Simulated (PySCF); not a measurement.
Gas-phase reaction: SnH₄ + C₄H₈ (cyclic) = Sn(CH₃)₄

Method: PySCF energies (xtb for GFN2) plus ideal-gas RRHO corrections (1 bar). † marks an energy on the PBE0/def2-TZVP geometry and frequencies; other levels use their own. MP2 and CCSD(T) freeze the core. All species are closed-shell singlets. B3LYP is the form with VWN-RPA correlation. Sn: scalar-relativistic def2 core potential, no spin-orbit coupling. MP2 isn't extrapolated to the basis-set limit; its ΔH°(298 K) is -159.3 kJ in def2-SVP and -218.6 kJ in def2-TZVPP. CCSD(T) isn't extrapolated to the basis-set limit. The harmonic model lacks anharmonicity and excited electronic states, which grow with temperature; levels with a mode under 35 cm⁻¹ are left out. Internal rotation in Sn(CH₃)₄ is treated as a harmonic vibration of one conformer, which makes the entropy rough.

```json
[
 {"level": "B3LYP/def2-TZVP†", "ΔE electronic, kJ": "-202", "ΔH°(298 K), kJ": "-178", "ΔS°(298 K), J/K": "-80", "ΔG°(800 K), kJ": "-122"},
 {"level": "BLYP/def2-TZVP†", "ΔE electronic, kJ": "-202", "ΔH°(298 K), kJ": "-179", "ΔS°(298 K), J/K": "-80", "ΔG°(800 K), kJ": "-123"},
 {"level": "CCSD(T)/def2-SVP†", "ΔE electronic, kJ": "-167", "ΔH°(298 K), kJ": "-143", "ΔS°(298 K), J/K": "-80", "ΔG°(800 K), kJ": "-87"},
 {"level": "GFN2-xTB", "ΔE electronic, kJ": "64", "ΔH°(298 K), kJ": "89", "ΔS°(298 K), J/K": "-74", "ΔG°(800 K), kJ": "139"},
 {"level": "HF/def2-TZVP†", "ΔE electronic, kJ": "-179", "ΔH°(298 K), kJ": "-155", "ΔS°(298 K), J/K": "-80", "ΔG°(800 K), kJ": "-99"},
 {"level": "M06-2X/def2-TZVP†", "ΔE electronic, kJ": "-234", "ΔH°(298 K), kJ": "-211", "ΔS°(298 K), J/K": "-80", "ΔG°(800 K), kJ": "-155"},
 {"level": "MP2/def2-TZVPP†", "ΔE electronic, kJ": "-242", "ΔH°(298 K), kJ": "-219", "ΔS°(298 K), J/K": "-80", "ΔG°(800 K), kJ": "-163"},
 {"level": "PBE/def2-TZVP†", "ΔE electronic, kJ": "-202", "ΔH°(298 K), kJ": "-178", "ΔS°(298 K), J/K": "-80", "ΔG°(800 K), kJ": "-123"},
 {"level": "PBE0/def2-SVP†", "ΔE electronic, kJ": "-169", "ΔH°(298 K), kJ": "-146", "ΔS°(298 K), J/K": "-80", "ΔG°(800 K), kJ": "-90"},
 {"level": "ωB97M-V/def2-TZVP†", "ΔE electronic, kJ": "-209", "ΔH°(298 K), kJ": "-185", "ΔS°(298 K), J/K": "-80", "ΔG°(800 K), kJ": "-129"}
]
```
ΔH° is lowest at MP2/def2-TZVPP† and highest at GFN2-xTB. No reference value is set beside these.
